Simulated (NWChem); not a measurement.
System: CH₅InS₂; SMILES [CH3][In]([SH])[SH]

The following NWChem deck was run.

```
start job
memory heap 200 mb stack 900 mb global 1100 mb
geometry units angstroms noautoz
  In     0.305553    -0.044762    -0.001431
  C      2.451164    -0.193961    -0.001392
  H      2.779540    -0.844321    -0.824318
  H      2.786631    -0.627766     0.951539
  H      2.893547     0.803918    -0.122737
  S     -1.210383    -1.924318     0.004860
  H     -0.219566    -2.843763     0.000437
  S     -0.849659     2.069470    -0.000853
  H     -2.076887     1.503890     0.006668
end
basis spherical
  In library def2-svp
  C library def2-svp
  H library def2-svp
  S library def2-svp
end
ecp
  In library def2-ecp
end
dft
  xc xpbe96 cpbe96
  iterations 150
  mulliken
end
task dft energy
```

NWChem printed, in part:

```
             Northwest Computational Chemistry Package (NWChem) 7.3.0
             --------------------------------------------------------

 C1  symmetry detected

                             Geometry "geometry" -> ""
                             -------------------------

 Output coordinates in angstroms (scale by  1.889725989 to convert to a.u.)

  No.       Tag          Charge          X              Y              Z
 ---- ---------------- ---------- -------------- -------------- --------------
    1 In                  49.0000     0.27431448     0.00956319    -0.00102481
    2 C                    6.0000     2.42503558     0.02680236     0.00188576
    3 H                    1.0000     2.80383199    -0.59510513    -0.82137027
    4 H                    1.0000     2.79179595    -0.38102161     0.95475974
    5 H                    1.0000     2.78905233     1.05607590    -0.11760320
    6 S                   16.0000    -1.09167360    -1.98164387     0.00079865
    7 H                    1.0000    -0.03268858    -2.82167396    -0.00334326
    8 S                   16.0000    -1.04100202     2.02808547     0.00050593
    9 H                    1.0000    -2.22080475     1.36924892     0.00558476

 Effective nuclear repulsion energy (a.u.)     562.0905362952

 Summary of "ao basis" -> "ao basis" (spherical)
 ------------------------------------------------------------------------------
       Tag                 Description            Shells   Functions and Types
 ---------------- ------------------------------  ------  ---------------------
 In                         def2-svp                10       26   4s4p2d
 C                          def2-svp                 6       14   3s2p1d
 H                          def2-svp                 3        5   2s1p
 S                          def2-svp                 8       18   4s3p1d

            General Information
            -------------------
          SCF calculation type: DFT
          Wavefunction type:  closed shell.
          No. of atoms     :     9
          No. of electrons :    64
           Alpha electrons :    32
            Beta electrons :    32
          Charge           :     0
          Spin multiplicity:     1
          Use of symmetry is: off; symmetry adaption is: off
          Maximum number of iterations: 150
          AO basis - number of functions:   101
                     number of shells:    47
          Convergence on energy requested:  1.00D-06
          Convergence on density requested:  1.00D-05
          Convergence on gradient requested:  5.00D-04

              XC Information
              --------------
          PerdewBurkeErnzerhof Exchange Functional  1.000
            Perdew 1991 LDA Correlation Functional  1.000 local
           PerdewBurkeErnz. Correlation Functional  1.000 non-local

             Grid Information
             ----------------
          Grid used for XC integration:  medium
          Radial quadrature: Mura-Knowles
          Angular quadrature: Lebedev.
          Tag              B.-S. Rad. Rad. Pts. Rad. Cut. Ang. Pts.
          ---              ---------- --------- --------- ---------
          In                  1.55      123           9.0       590
          C                   0.70       49          12.0       434
          H                   0.35       45          13.0       434
          S                   1.00       88          12.0       590
          Grid pruning is: on
          Number of quadrature shells:   573
          Spatial weights used:  Erf1

      Superposition of Atomic Density Guess
      -------------------------------------

 Sum of atomic energies:       -1052.86614437

      Non-variational initial energy
      ------------------------------

 Total energy =   -1025.136210
 1-e energy   =   -2079.292170
 2-e energy   =     756.709026
 HOMO         =      -0.314812
 LUMO         =      -0.016199

     ---------------------------------------------
      Total Density - Mulliken Population Analysis
     ---------------------------------------------

    Atom       Charge   Shell Charges
 -----------   ------   -------------------------------------------------------
    1 In  21    19.93   2.59 -0.60  0.74  0.29  3.23  2.76  0.62  0.19  9.70  0.40
    2 C    6     6.64   1.99  0.96  0.31  2.07  1.31  0.01
    3 H    1     0.87   0.66  0.19  0.03
    4 H    1     0.87   0.66  0.19  0.03
    5 H    1     0.87   0.66  0.19  0.03
    6 S   16    16.61   2.00  1.99  1.21  0.64  5.94  1.83  2.98  0.02
    7 H    1     0.79   0.58  0.19  0.03
    8 S   16    16.61   2.00  1.99  1.21  0.64  5.94  1.83  2.97  0.02
    9 H    1     0.79   0.58  0.19  0.03

   convergence    iter        energy       DeltaE   RMS-Dens  Diis-err
 ---------------- ----- ----------------- --------- --------- ---------
 d= 0,ls=0.0,diis     1  -1026.9409248382 -1.32D+03  1.65D-02  4.89D-01
 d= 0,ls=0.0,diis     2  -1026.8997925155  4.11D-02  1.15D-02  5.71D-01
 d= 0,ls=0.0,diis     3  -1026.9900522711 -9.03D-02  3.76D-03  1.07D-01
 d= 0,ls=0.0,diis     4  -1027.0071728922 -1.71D-02  1.07D-03  9.75D-03
 d= 0,ls=0.0,diis     5  -1027.0084185643 -1.25D-03  3.88D-04  1.77D-03
  Resetting Diis
 d= 0,ls=0.0,diis     6  -1027.0086854421 -2.67D-04  1.07D-04  7.17D-05
 d= 0,ls=0.0,diis     7  -1027.0086960971 -1.07D-05  8.53D-05  7.34D-06
 d= 0,ls=0.0,diis     8  -1027.0086930925  3.00D-06  5.71D-05  2.28D-05
 d= 0,ls=0.0,diis     9  -1027.0086974706 -4.38D-06  6.78D-06  3.47D-07
 d= 0,ls=0.0,diis    10  -1027.0086975271 -5.65D-08  1.25D-06  1.18D-08

         Total DFT energy =    -1027.008697527091
      One electron energy =    -2082.283944595311
           Coulomb energy =      832.772194908169
    Exchange-Corr. energy =      -74.943881868370
 Nuclear repulsion energy =      297.446934028420

 Numeric. integr. density =       63.999992440068

                       DFT Final Molecular Orbital Analysis
                       ------------------------------------

[...]
```

Level: PBE/def2-SVP with def2 effective core potentials on In. All runs use the structure optimised with PBE0/def2-SVP. Not confirmed as a minimum by frequencies. def2 effective core potentials on In; no spin-orbit coupling.
